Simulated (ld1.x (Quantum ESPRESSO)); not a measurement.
**cerium (Ce): one change to a TM potential, before and after**

- Element: Ce
- Generator: ld1.x (Quantum ESPRESSO) 7.5
- Type: norm-conserving Troullier–Martins (Kleinman–Bylander form)
- Functional: PBEsol
- Relativity: fully relativistic
- Frozen core: [Xe]
- Valence charge: 4
- Reference configuration: 4f1 5d1 6s1 6p0 (charge +1)
- Partial waves: 6s (bound): rc 2.70 bohr; 6p (bound, empty): rc 3.45 bohr; 4f (bound): rc 1.40 bohr; 5d (bound): rc 2.70 bohr
- Local potential: the d channel
- Core correction: a·sin(br)/r model core inside 1.00 bohr

Open shells are filled in proportion to 2j + 1 (rel_dist='average').

All-electron outer shells of the reference configuration (PBEsol, scalar-relativistic, ld1.x):

| shell | level (eV) | outermost node (bohr) | outermost maximum (bohr) |
| --- | --- | --- | --- |
| 5s | -46.54 | 0.75 | 1.37 |
| 5p | -29.13 | 0.81 | 1.55 |
| 4f | -11.34 | – | 0.71 |
| 5d | -8.59 | 0.92 | 2.12 |
| 6s | -8.52 | 1.81 | 3.54 |
| 6p | -5.44 | 2.12 | 4.38 |

Change: all radii but the core radius scaled by about 1.38 (s 3.72, p 4.74, d 3.72, f 1.92 bohr).

Cutoffs: the cutoffs (Ry, on a coarse ladder) from which the occupation-weighted sum of valence levels, in a spherical-Bessel basis at the reference potential, stays within 10 and 1 mRy of its value at 400 Ry; they do not see the model core or the augmentation charge, which bear on the density cutoff. Errors are all-electron minus pseudo energies relative to the spin-unpolarised reference configuration.

What does the change do?

The potential gets softer (160 Ry and 180 Ry → 100 Ry and 110 Ry); both files keep a bound ghost (p, s); the number of tests that count goes from 6 to 4; of the 4 tests that both files solve, the error grows in 0 and shrinks in 3 by more than 15 % and 0.3 meV (median size 46.2 → 39.2 meV). A larger radius leaves more room for a smooth pseudo-wave, so fewer plane waves are needed. That the errors move this way runs against the usual rule that smaller radii transfer better. In the base the local d channel has no projectors, so it cannot carry the spin–orbit splitting, and the file is wrong for that shell. In the changed file the local d channel has no projectors, so it cannot carry the spin–orbit splitting, and the file is wrong for that shell.

```tsv
quantity	base	changed
cutoff, loose	160 Ry	100 Ry
cutoff, tight	180 Ry	110 Ry
loose cutoff by channel (10 mRy a level)	s 10 Ry, f 160 Ry, d 10 Ry	s 6 Ry, f 100 Ry, d 10 Ry
bound ghosts	s, p3/2, p1/2	s, p3/2
largest miss of a reference level, eV	0.14	0.14
tests counted (converged, no solver errors)	6 of 7	4 of 7
error for 4f1 5d1 6s2 6p0, meV [ΔE -6.10 eV]	-15	-5.9
error for 4f1 5d1 6s0 6p0, meV [ΔE 11.04 eV]	-26	-23
error for 4f1 5d0 6s0 6p0, meV [ΔE 30.16 eV]	-372	-293
error for 4f1 5d2 6s1 6p0, meV [ΔE -5.19 eV]	-67	-56
```

Base: Tests not counted: 4f1 5d1 6s0 6p1 (solver errors, printed error -251 meV). These tests converged, but a pseudo level misses the all-electron one widely, so the file describes the atom poorly there or has found another state: 4f1 5d0 6s0 6p0: empty 6p by 4.7 eV (a node warning on the way); 4f0 5d2 6s1 6p0: empty 4f by 3.3 eV; 4f0 5d1 6s2 6p0: empty 4f by 4.5 eV. Changed file: Tests not counted: 4f0 5d2 6s1 6p0 (solver errors, printed error -35.4 eV); 4f0 5d1 6s2 6p0 (solver errors, printed error -29.3 eV); 4f1 5d1 6s0 6p1 (solver errors, printed error -831 meV). A true bound ghost makes a file unfit for plane-wave use even where its test errors are small: the radial tests pick states by their node count and pass the ghost by. Where a test does run into it, the solver fails or the error is huge.
